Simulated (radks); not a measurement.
Question: The oxygen anion O2-, [Ne], held by a Watson sphere: a shell of charge +2.21 at radius R that stands for the Madelung well of a crystal (potential energy -2.21/R inside, -2.21/r outside, in hartree with lengths in bohr). Method: non-relativistic Kohn-Sham, LB94 model potential, spin-unpolarised, spherical densities, point nucleus; computed with a radial shooting solver on a logarithmic mesh with Libxc functionals. Response by self-consistent Sternheimer equations with the Hartree and adiabatic LDA kernel. The sphere does not respond.

R (bohr)  e(1s) (eV)  e(2s) (eV)  e(2p) (eV)  <r> 2p (bohr)  sum of <r^2> (bohr^2)  X-ray form factor at sin(theta)/lambda = 0.3 1/angstrom  alpha (bohr^3)
2.1          -534.12     -28.498     -14.709          1.460                  20.91                                                    4.201           12.41
2.16         -533.96     -28.137     -14.390          1.472                  21.25                                                    4.190           13.09
2.35         -533.43     -27.075     -13.433          1.507                  22.32                                                    4.162           15.44
2.47         -533.08     -26.463     -12.870          1.528                  22.98                                                    4.150           17.09
2.98         -531.63     -24.278     -10.792          1.606                  25.62                                                    4.130           25.65
3.21         -531.02     -23.473     -10.002          1.637                  26.76                                                    4.129           30.44
3.91         -529.39     -21.512      -8.035          1.717                  30.07                                                    4.130           49.41

Estimate the row for R = 2.88 bohr.

Answer: e(1s) (eV) -531.91; e(2s) (eV) -24.660; e(2p) (eV) -11.162; <r> 2p (bohr) 1.592; sum of <r^2> (bohr^2) 25.12; X-ray form factor at sin(theta)/lambda = 0.3 1/angstrom 4.132; alpha (bohr^3) 23.76.
